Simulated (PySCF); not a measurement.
Atomic charges by several schemes

Compound: C3NNa.
Bonds: N1–C2 (triple), C2–C3, C3–C4 (triple), C4–Na5.

Density: PBE0/pcSseg-1 (PySCF); schemes: Mulliken, IAO, Hirshfeld and ESP-fitted. Geometry: PBE0-D3(BJ)/def2-SVP; no solvent, vibrations or thermal averaging.

Problem. What partial charge does each atom carry?

Solution. In e:

```json
{"atom": "N1", "environment": "nitrile nitrogen", "Mulliken": "-0.280", "IAO": "-0.277", "Hirshfeld": "-0.246", "ESP-fitted": "-0.477"}
{"atom": "C2", "environment": "nitrile carbon", "Mulliken": "-0.029", "IAO": "+0.135", "Hirshfeld": "+0.057", "ESP-fitted": "+0.344"}
{"atom": "C3", "environment": "alkyne carbon", "Mulliken": "-0.091", "IAO": "-0.178", "Hirshfeld": "-0.120", "ESP-fitted": "+0.120"}
{"atom": "C4", "environment": "alkyne carbon", "Mulliken": "-0.438", "IAO": "-0.480", "Hirshfeld": "-0.347", "ESP-fitted": "-0.865"}
{"atom": "Na5", "environment": "sodium bonded to C", "Mulliken": "+0.837", "IAO": "+0.800", "Hirshfeld": "+0.656", "ESP-fitted": "+0.877"}
```

Mean size of the charges over all atoms: ESP-fitted 0.537 e, IAO 0.374 e, Mulliken 0.335 e, Hirshfeld 0.285 e. Each set sums to the total charge, 0, to within 0.001 e. The ESP scheme fits charges at the nuclei, held to the total charge, to the electrostatic potential on points at 1.4 to 2.0 times the van der Waals radii. The IAO scheme counts the electrons in orthogonalised intrinsic atomic orbitals, a minimal basis polarised so that it spans the occupied orbitals exactly.

Lowest charge. All schemes agree: Mulliken C4 (-0.438); IAO C4 (-0.480); Hirshfeld C4 (-0.347); ESP-fitted C4 (-0.865).

Highest charge. All schemes agree: Mulliken Na5 (+0.837); IAO Na5 (+0.800); Hirshfeld Na5 (+0.656); ESP-fitted Na5 (+0.877).

Problem. How many electrons does the ESP-fitted scheme count on C3?

Solution. Z − q = 6 − (+0.120) = 5.880.

Problem. Sum the charges by element, for elements with more than one atom.

Solution. 
| element | atoms | Mulliken | IAO | Hirshfeld | ESP-fitted |
| --- | --- | --- | --- | --- | --- |
| C | 3 | -0.558 | -0.523 | -0.410 | -0.400 |

Problem. How closely do the schemes follow one another over all atoms?

Solution. Correlation coefficient and root-mean-square difference: IAO with Hirshfeld 1.00, 0.099 e; Mulliken with Hirshfeld 0.99, 0.100 e; Mulliken with IAO 0.98, 0.086 e; IAO with ESP-fitted 0.93, 0.255 e; Hirshfeld with ESP-fitted 0.92, 0.320 e; Mulliken with ESP-fitted 0.90, 0.285 e.
